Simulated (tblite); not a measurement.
Species: C₄H₉Ge₂N.
Numbering: `[CH2:1]=[CH:2][Ge@@H:3]([C:4]#[N:5])[CH2:6][GeH3:7]` (hydrogens: H8, H9 on C1; H10 on C2; H11 on Ge3; H12, H13 on C6; H14, H15, H16 on Ge7)

Computed with GFN2-xTB (tblite), gas phase: L-BFGS steps from a force-field or distance-geometry start until the largest atomic force falls under 0.01 eV/Å.

At the end of the run (lengths in Å): Ge7–H14 1.497, Ge3–C6 1.977, Ge7–H15 1.494, Ge7–H16 1.495, C6–H13 1.090, Ge3–H11 1.513, C1–H9 1.080, C1–C2–Ge3 124.0°, C2–Ge3–C6 113.1°, Ge3–C6–Ge7 111.9°, C4–Ge3–C6 108.1°, C1–C2–Ge3–C4 -5°, C2–Ge3–C6–Ge7 56°, H12–C6–Ge7–H14 -64°, H14–Ge7–C6–Ge3 175°.

Question: These geometries were met on the way; a selection of coordinates is given. Order them by energy above the end point, lowest first.
A. Ge7–H14 1.503, Ge3–C6 1.977, Ge7–H15 1.497, Ge7–H16 1.490, C6–H13 1.083, Ge3–H11 1.523, C1–H9 1.080, C1–C2–Ge3 120.7°, C2–Ge3–C6 109.6°, Ge3–C6–Ge7 109.1°, C4–Ge3–C6 109.6°, C1–C2–Ge3–C4 -17°, C2–Ge3–C6–Ge7 109°, H12–C6–Ge7–H14 -8°, H14–Ge7–C6–Ge3 -126°
B. Ge7–H14 1.510, Ge3–C6 1.975, Ge7–H15 1.518, Ge7–H16 1.519, C6–H13 1.083, Ge3–H11 1.510, C1–H9 1.084, C1–C2–Ge3 118.8°, C2–Ge3–C6 108.8°, Ge3–C6–Ge7 108.5°, C4–Ge3–C6 109.1°, C1–C2–Ge3–C4 -15°, C2–Ge3–C6–Ge7 110°, H12–C6–Ge7–H14 -8°, H14–Ge7–C6–Ge3 -125°
C. Ge7–H14 1.492, Ge3–C6 1.984, Ge7–H15 1.501, Ge7–H16 1.502, C6–H13 1.091, Ge3–H11 1.520, C1–H9 1.079, C1–C2–Ge3 122.7°, C2–Ge3–C6 114.7°, Ge3–C6–Ge7 113.9°, C4–Ge3–C6 107.7°, C1–C2–Ge3–C4 -4°, C2–Ge3–C6–Ge7 91°, H12–C6–Ge7–H14 -4°, H14–Ge7–C6–Ge3 -128°
D. Ge7–H14 1.496, Ge3–C6 1.976, Ge7–H15 1.495, Ge7–H16 1.494, C6–H13 1.090, Ge3–H11 1.514, C1–H9 1.079, C1–C2–Ge3 123.8°, C2–Ge3–C6 111.8°, Ge3–C6–Ge7 112.1°, C4–Ge3–C6 109.0°, C1–C2–Ge3–C4 12°, C2–Ge3–C6–Ge7 65°, H12–C6–Ge7–H14 -11°, H14–Ge7–C6–Ge3 -132°
E. Ge7–H14 1.571, Ge3–C6 1.917, Ge7–H15 1.542, Ge7–H16 1.528, C6–H13 1.122, Ge3–H11 1.544, C1–H9 1.096, C1–C2–Ge3 118.2°, C2–Ge3–C6 109.5°, Ge3–C6–Ge7 109.8°, C4–Ge3–C6 110.0°, C1–C2–Ge3–C4 -16°, C2–Ge3–C6–Ge7 110°, H12–C6–Ge7–H14 -5°, H14–Ge7–C6–Ge3 -125°

Answer: D (0.055 eV), C (0.090 eV), A (0.146 eV), B (0.238 eV), E (0.403 eV).

```csv
step,E above end (eV),"rms distance from the end, all atoms (Å)",largest force (eV/Å),rms shift of all bonds from the end (Å)
114,0.055,0.585,0.043,0.003
73,0.090,0.857,0.129,0.005
9,0.146,1.055,0.257,0.005
3,0.238,1.067,0.469,0.011
0,0.403,1.074,1.859,0.032
```

Rows stand in the order of the answer.
